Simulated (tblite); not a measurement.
A tight-binding relaxation on `C[O][Ge@@]([F])([GeH3])[CH2][GeH3]`.

Computed with GFN2-xTB geometry optimisation, gas phase (tblite 0.8.0). Start geometry: from a force field or distance geometry. A driver script takes a list of jobs; this job's settings line and coordinates (Å) are shown.

Command:
```bash
OMP_NUM_THREADS=1 python probes_run.py task.json out
```

Input:
```
{"job": {"kind": "relax", "xc": "GFN2-xTB", "basis": "xTB"}, "charge": 0, "multiplicity": 1}
C     -1.183000    -2.245600     0.365200
O     -1.196600    -0.908600     0.806500
Ge    -0.797500     0.148700    -0.582700
F     -1.880000    -0.196700    -1.939500
Ge    -1.121400     2.431800     0.072200
C      1.035400    -0.100000    -1.151500
Ge     2.223400     0.067800     0.382800
H     -1.961900    -2.400500    -0.409300
H     -0.182700    -2.544800    -0.005700
H     -1.441400    -2.905000     1.226600
H     -0.718900     3.359400    -1.110800
H     -2.613600     2.662500     0.426300
H     -0.240900     2.744600     1.309300
H      1.307900     0.670100    -1.905000
H      1.154700    -1.098000    -1.595600
H      2.093800     1.487800     1.001500
H      3.686700    -0.173000    -0.061400
H      1.827200    -0.994300     1.453000
```

Problem. Give the output.

Solution. 
```
step      E/eV     max force
  0    -667.00109    1.947
  1    -667.14509    1.214
  2    -667.26822    0.595
  3    -667.30174    0.378
  4    -667.32880    0.348
  5    -667.34207    0.346
  6    -667.36129    0.398
  7    -667.37837    0.309
  8    -667.39481    0.265
  9    -667.40609    0.299
... (73 lines left out)
 83    -667.50911    0.021
 84    -667.50917    0.020
 85    -667.50920    0.020
 86    -667.50923    0.017
 87    -667.50927    0.024
 88    -667.50934    0.030
 89    -667.50942    0.026
 90    -667.50947    0.016
 91    -667.50950    0.010
 92    -667.50951    0.010
```

«max force» is the largest atomic force in eV/Å.

Problem. From which step on does the largest force stay under 0.1 eV/Å, and how much energy is left to gain from there?

Solution. From step 43 (0.079 eV/Å), 10.7 meV above the end.

In short: energy lowered by 11.7 kcal/mol over 92 steps; largest atomic force 0.010 eV/Å at the end.

Problem. Where do the atoms end?

Solution. 0.365 Å rms from the input after alignment:
```
atom  x, y, z in Å
C1    -1.2642   -2.1495    0.4897
O2    -1.3377   -0.7407    0.4707
Ge3   -0.6598    0.3480   -0.7380
F4    -1.5755   -0.0591   -2.2555
Ge5   -1.3638    2.4350    0.2023
C6     1.1975   -0.1843   -1.2705
Ge7    2.4017   -0.0564    0.2651
H8    -1.7540   -2.5788   -0.3863
H9    -0.2252   -2.4923    0.5196
H10   -1.7758   -2.4880    1.3920
H11   -1.0577    3.6099   -0.6823
H12   -2.8345    2.4467    0.4669
H13   -0.6613    2.6847    1.5029
H14    1.5260    0.4750   -2.0719
H15    1.1628   -1.1987   -1.6670
H16    2.3916    1.3311    0.8283
H17    3.8067   -0.3795   -0.1433
H18    2.0145   -0.9968    1.3591
```

Time: 3.2 s wall, 2.6 s CPU. Hardware: Intel Xeon at 2.50 GHz, one thread (shared host).
Labels such as C1 count atoms from 1, the log's own numbers from 0.
